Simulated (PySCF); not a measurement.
CH₄Cl₂OSi₂, SMILES Cl[Si]1(CO[SiH2]1)Cl.

Geometry: PBE0-D3(BJ)/def2-SVP. This is a generated structure with no PubChem entry under its InChIKey; it may be hypothetical.

Level of theory: M06-2X/def2-TZVP (PySCF).

Gas-phase values at a fixed geometry.

Computed frontier levels, gap, dipole moment and polarisability:
- highest occupied level = -8.93 eV
- lowest empty level = -0.02 eV
- orbital gap = 8.91 eV
- dipole moment = 0.66 D
- quadrupole, principal values (traceless, Buckingham form, about the centre of nuclear charge) = -6.84, -0.79, 7.63 D·Å
- mean static polarisability = 87.7 bohr³ (12.99 Å³)
- polarisability, principal values = 75.7, 87.0, 100.3 bohr³
